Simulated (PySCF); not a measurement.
# Stretching PbSe

Set-up: PySCF, scalar-relativistic core potentials, basis sets Pb def2-SVP with ECP60, Se def2-SVP. Energies in eV from Pb + Se in their ground configurations at the same level. State: ¹Σ⁺ (singlet), closed shell.

Curves on a restricted Hartree–Fock reference rise too fast on stretching and do not dissociate correctly.

All columns are RHF. A positive dipole means Pb(−)Se(+).

```csv
R (Å),E (eV),μ (D),Mulliken charge on Pb (basis-dependent),HOMO (eV),LUMO (eV),Mayer bond order,⟨S²⟩
2.085,-0.240,-2.44,0.41,-9.05,0.86,2.27,0.00
2.182,-1.156,-3.09,0.43,-9.12,0.64,2.24,0.00
2.279,-1.639,-3.74,0.46,-9.03,0.43,2.22,0.00
2.351,-1.793,-4.21,0.48,-8.80,0.27,2.20,0.00
2.424,-1.814,-4.67,0.49,-8.58,0.12,2.18,0.00
2.497,-1.733,-5.11,0.50,-8.38,-0.03,2.16,0.00
2.594,-1.510,-5.68,0.52,-8.13,-0.21,2.13,0.00
2.715,-1.106,-6.33,0.53,-7.86,-0.44,2.10,0.00
2.860,-0.519,-7.02,0.53,-7.59,-0.68,2.04,0.00
3.054,0.316,-7.74,0.52,-7.34,-0.95,1.89,0.00
```

A fit through these points gives, at Re = 2.400 Å, μ = -4.52 D and dμ/dR = -6.27 D/Å; the reduced mass is 57.73 u.

Question: How strong is the fundamental in the double-harmonic approximation, I = 42.26·(dμ/dR)²/μred km/mol?

Answer: I = 42.26·(-6.27)²/57.73 = 28.8 km/mol at RHF.

These are scalar-relativistic numbers at best; spin–orbit coupling would shift them, the dissociation energy most. Where the molecule has an RHF reference, its open-shell atoms are computed with UHF. Hartree–Fock leaves out correlation, which carries a large part of most bond energies and some tenths to 1 eV of ionisation energies.
